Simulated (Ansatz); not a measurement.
Spin states of HOTa (SMILES [OH][Ta]), each relaxed with B3LYP-D3(BJ)/def2-TZVP.
State 1 (charge 0, multiplicity 3):
```xyz
3

Ta    -0.9782    -0.8233    -0.8714
O      0.1774     0.1552     0.1490
H      0.7676     0.7155     0.6522
```
State 2 (charge 0, multiplicity 1):
```xyz
3

Ta    -0.959    -0.705    -0.885
O      0.269    -0.055     0.315
H      0.657     0.807     0.500
```

Singlets are restricted, other states unrestricted; no spin–orbit coupling, no relativity up to Kr; see below for the cores. The largest T1 diagnostic is 0.055.

Codes used: Ansatz (Gaussian orbitals).  In def2 rows elements past Kr take small-core potentials, without spin–orbit coupling.

One of these levels gives 14.05 kcal/mol for the energy of the multiplicity-1 state less that of the multiplicity-3 state. Which one is it?
A) PBE/def2-TZVPP
B) B97M-V/def2-TZVPP
C) B3LYP/def2-TZVPP

B, B97M-V/def2-TZVPP. The others give 19.21 (PBE/def2-TZVPP), 16.63 (B3LYP/def2-TZVPP)

Doubts at one or more of the structures used: a spin-contaminated determinant (PBE/def2-TZVPP, B97M-V/def2-TZVPP).

Ansatz is a first-principles code.
